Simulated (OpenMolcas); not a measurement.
Potential curves of SiBr: spin-free states

Computed with OpenMolcas 26.06: state-averaged CASSCF(9,7) over Br 4p, Si 3s 3p, XMS-CASPT2 (IPEA 0.25, imaginary shift 0.2 hartree), scalar X2C, ANO-RCC-VTZP, then RASSI spin–orbit state interaction with atomic mean-field integrals. C2 symmetry about the axis (a holds Σ, Δ, Γ; b holds Π, Φ, H; Σ⁺ and Σ⁻ are not told apart); roots by multiplicity and irrep: 2b 8, 4a 5, 2a 5, 4b 4.

XMS-CASPT2 energies in eV from the lowest point. Curves are followed by energy order within each symmetry, so they are adiabatic and may change character at avoided crossings; Σ⁺ and Σ⁻ are counted together.

```tsv
R (Å)	(1)2Π	(1)2Σ	(1)4Σ	(1)4Π	(2)2Π
1.944	0.858	4.280	3.405	6.777	7.406
2.057	0.251	3.565	2.856	5.627	6.228
2.158	0.033	3.135	2.667	4.933	5.508
2.260	0.000	2.848	2.658	4.501	4.961
2.373	0.100	2.669	2.781	4.145	4.571
2.486	0.295	2.599	2.990	3.939	4.315
2.644	0.654	2.654	3.398	3.793	4.097
```

(1) With masses 78.918 and 27.977 u, fit the curves (1)2Π near their minima.

The 5 lowest clean curves are shown; the next is (2)2Σ, from 4.36 eV. Only roots inside an energy window near the equilibrium distance were included, so the list of states is not complete; labels number the states computed. Each spin and symmetry block has orbitals of its own, averaged over its own roots, so gaps between blocks are less sure than gaps within one and near the minimum can be off by tenths of an eV, in bad cases by more. No Rydberg orbitals are active, so Rydberg states, and σ→σ* states whose orbital the CASSCF left unused, can be missing between those listed. CASPT2 splits the two components of degenerate states numerically, here by up to 108 cm⁻¹. Points that failed a check (symmetry, reference weights, a jump) are left out.

Answers

(1) At XMS-CASPT2, Te from the lowest curve (the fit fixes ωe to a per cent or two; the method's Re and ωe can be off by some per cent):

```json
{"curve": "(1)2Π", "Te (cm⁻¹)": "0", "Re (Å)": "2.232", "ωe (cm⁻¹)": "408.8"}
```
